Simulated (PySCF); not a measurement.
A structure optimised at B3LYP-D3(BJ)/def2-SVP, used in a PySCF frequency run:

```xyz
11

Zr     0.0000     0.0000     0.3632
C      1.8007     0.0000    -0.8972
H      2.4063     0.8959    -0.6531
H      1.6050     0.0000    -1.9846
H      2.4063    -0.8959    -0.6531
C     -1.8007     0.0000    -0.8972
H     -2.4063    -0.8959    -0.6531
H     -1.6050     0.0000    -1.9846
H     -2.4063     0.8959    -0.6531
H      0.0000    -1.5478     1.4093
H      0.0000     1.5478     1.4093
```
Charge 0, spin multiplicity 1.

Q: Write its SMILES, formula and point group.

A: [CH3][ZrH2][CH3], C2H8Zr, C2v

Q: What are its rotational constants (standard atomic weights)?

A: 9.6062, 4.4138, 3.3474 GHz
